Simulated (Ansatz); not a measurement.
System: [amino(ethyl)boranyl]ethane, C4H12BN, charge 0, multiplicity 1. SMILES: CCB(N)CC
Coordinates optimised at B3LYP-D3(BJ)/def2-TZVP (Ansatz, a program for electronic structure):
```xyz
18

C     -1.4909    -1.4864     0.5435
C     -1.5372    -0.1432    -0.1989
B     -0.1525     0.6164    -0.3154
N     -0.1036     1.9903    -0.0459
C      1.1878    -0.1274    -0.7246
C      1.9891    -0.5975     0.5050
H     -0.7709    -2.1686     0.0869
H     -1.1964    -1.3537     1.5871
H     -2.4627    -1.9846     0.5385
H     -2.3045     0.4971     0.2510
H     -1.8789    -0.3295    -1.2267
H      0.7322     2.5440    -0.1414
H     -0.9031     2.5211     0.2586
H      0.9699    -0.9945    -1.3559
H      1.8240     0.5332    -1.3245
H      2.2654     0.2463     1.1413
H      1.4100    -1.2896     1.1191
H      2.9098    -1.1081     0.2141
```

Computed values are from Ansatz. Valence correlation only, unless marked. UHF or UKS for open shells. Spin-orbit coupling is left out. No relativistic terms. Basis-set limits of correlation are two-point, X^-3; Hartree-Fock from the larger set.

Task: What is the atomisation energy De at CCSD(T)/CBS(cc-pVTZ,cc-pVQZ)?

Result: 7074.6 kJ/mol.

Task: What is the total energy at CCSD(T)/CBS(cc-pVTZ,cc-pVQZ)?

Result: -238.9841 Eh.

Task: What is the T1 diagnostic at CCSD/cc-pVQZ?

Result: 0.010.

Task: What is the dipole moment at CCSD(T)/aug-cc-pVDZ?

Result: 1.35 D.
